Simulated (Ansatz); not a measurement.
System: CuF$_{2}$ (charge +1, triplet). The spin state was set by rule; other spins were not relaxed. 
Geometry from a B3LYP-D3(BJ)/def2-TZVP (Ansatz, a program for electronic structure) optimisation:
```
Cu
F 1 1.7108
F 1 1.7108 2 180.00
```
Charge +1, spin multiplicity 3.

Total electronic energies in hartree. Correlated levels leave the core frozen unless marked. UHF or UKS for open shells. Spin-orbit coupling is left out. Frozen are the shells of the preceding noble gas and the d and f shells that filled before the atom's block. Non-relativistic. CBS(X,Y): correlation extrapolated as X^-3; Hartree-Fock from the larger set. The bracket is a focal-point correction in the basis named. The program attaches cautions to a run behind LC-wPBE-D3(BJ)/def2-TZVPD: asymmetric forces. The program attaches cautions to a run behind LC-wPBE/def2-TZVPD: asymmetric forces. The program attaches cautions to a run behind CCSD/6-31G*: other roots. The program attaches cautions to a run behind CCSD(T)/def2-SVP: other roots.

The T1 diagnostic of CCSD in the largest basis is 0.068, which is high, so the coupled-cluster rows are less sure than usual.

```tsv
level	program	energy (Eh)
PBE-D4/def2-TZVPD	Ansatz + dftd4	-1839.44130
PBE0/def2-QZVPP	Ansatz	-1839.46487
r2SCAN0-D4/def2-TZVPD	Ansatz + dftd4	-1839.66789
LC-wPBE-D3(BJ)/def2-TZVPD	Ansatz + dftd3	-1839.50707
LC-wPBE/def2-TZVPD	Ansatz	-1839.50625
RPA@PBE/def2-TZVPP	Ansatz	-1838.75679
CCSD/6-31G*	Ansatz	-1837.71657
CCSD(T)/def2-SVP	Ansatz	-1837.61251
RI-MP2/CBS(def2-TZVPPD,def2-QZVPPD)+[CCSD(T)-MP2]/def2-TZVPPD	Ansatz	-1838.5775
```

Totals of different functionals don't rank their quality; only differences between species are comparable.
